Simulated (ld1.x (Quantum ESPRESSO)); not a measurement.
## Which change was made? (Co, TM)

Co (Z = 27), norm-conserving Troullier–Martins (Kleinman–Bylander form), made with ld1.x (Quantum ESPRESSO) 7.5 (PBE, fully relativistic). Core [Ne], reference 3s2 3p6 3d7 4s1 4p1. Waves: 3s (bound): rc 0.90 bohr; 3d (bound): rc 1.60 bohr; 3p (bound): rc 0.70 bohr. Local part: the p channel. Core correction: none.

Open shells are filled in proportion to 2j + 1 (rel_dist='average').

Occupied shells without a wave of their own: 4p, 4s. They enter only through the test configuration that unscreens the potential.

Cutoffs, loose and tight: the cutoffs (Ry, on a coarse ladder) from which the occupation-weighted sum of valence levels, in a spherical-Bessel basis at the reference potential, stays within 10 and 1 mRy of its value at 400 Ry. They do not see the model core or the augmentation charge, which bear on the density cutoff. Test errors are all-electron minus pseudo excitation energies from the reference, over the configurations 3s2 3p6 3d7 4s2 4p0; 3s2 3p6 3d7 4s1 4p0; 3s2 3p6 3d7 4s0 4p0; 3s1 3p6 3d7 4s2 4p0; 3s2 3p6 3d6 4s2 4p1; 3s2 3p6 3d6 4s2 4p0; 3s2 3p6 3d8 4s0 4p0; variants that change the core or the reference have their own tests.

The base gives: outcome: generated, misses its reference levels by 1.24 eV; bound ghosts: not determined; largest test error (meV): +198.

**Question.** After one change the result is: outcome: generated, misses its reference levels by 1.25 eV; bound ghosts: not determined; largest test error (meV): -161. Which change was it?
A. all radii scaled by about 1.28 (s 1.16, p 0.90, d 2.04 bohr)
B. all radii scaled by about 0.86 (s 0.78, p 0.60, d 1.38 bohr)
C. all radii scaled by about 1.15 (s 1.04, p 0.80, d 1.84 bohr)

**Answer.** B. The others give: all radii scaled by about 1.28 (s 1.16, p 0.90, d 2.04 bohr) → outcome: generated, misses its reference levels by 1.24 eV; bound ghosts: not determined; largest test error (meV): +631 | all radii scaled by about 1.15 (s 1.04, p 0.80, d 1.84 bohr) → outcome: generated, misses its reference levels by 1.24 eV; bound ghosts: not determined; largest test error (meV): +358.
